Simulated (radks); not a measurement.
Question: The caesium ion Cs4+, [Kr] 4d10 5s2 5p3. Method: non-relativistic Kohn-Sham, exchange-only PBE, spin-polarised, spherical densities, point nucleus; computed with a radial shooting solver on a logarithmic mesh with Libxc functionals. Every spin shell is full or empty, so the densities are truly spherical. Functionals are evaluated on that one density, not self-consistently. Rank these exchange functionals by their error against the exact value of the orbitals, and give that value: LDA, B88, PBE, PBEsol, revPBE, PW86, OPTX, AM05, B86b, G96, r2SCAN, TASK.

Answer: Exact: -182.870 hartree. From best to worst, with 100 (|E| - |E exact|)/|E exact| (equal figures are ties): B86b -0.02, B88 +0.02, r2SCAN -0.13, PW86 -0.24, revPBE -0.30, G96 +0.36, PBE -0.43, OPTX +1.33, TASK -2.19, PBEsol -2.21, AM05 -4.39, LDA -4.70.
